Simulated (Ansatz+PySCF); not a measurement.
Values are calculated unless marked as measured or tabulated.
## Ansatz (development build ahead of 0.2.0) run

```yaml
crystal:
  periodic: [false, false, false]
  atoms:
    - { symbol: B, position_ang: [0.0, 0.0, 0.0] }
    - { symbol: F, position_ang: [1.31037, 0.0, 0.0] }
    - { symbol: F, position_ang: [-0.65519, 1.13481, 0.0] }
    - { symbol: F, position_ang: [-0.65519, -1.13481, 0.0] }
basis:
  gaussian: { orbitals: def2-SVP }
magnetization:
  spin_polarized: true
hamiltonian:
  xc: pbe0
output:
  forces: true
```

The input is written out in the form of the current development build from the run's settings.

Results

```
Converged                       : yes
Total energy                    : -323.99367 hartree
Spin squared of the determinant : 0.000
Stability test                  : minimum
```

Forces (eV/Å):
| atom | Fx | Fy | Fz |
| --- | --- | --- | --- |
| B1 | 0.000 | 0.000 | 0.000 |
| F2 | 0.000 | 0.000 | 0.000 |
| F3 | 0.000 | 0.000 | 0.000 |
| F4 | 0.000 | 0.000 | 0.000 |
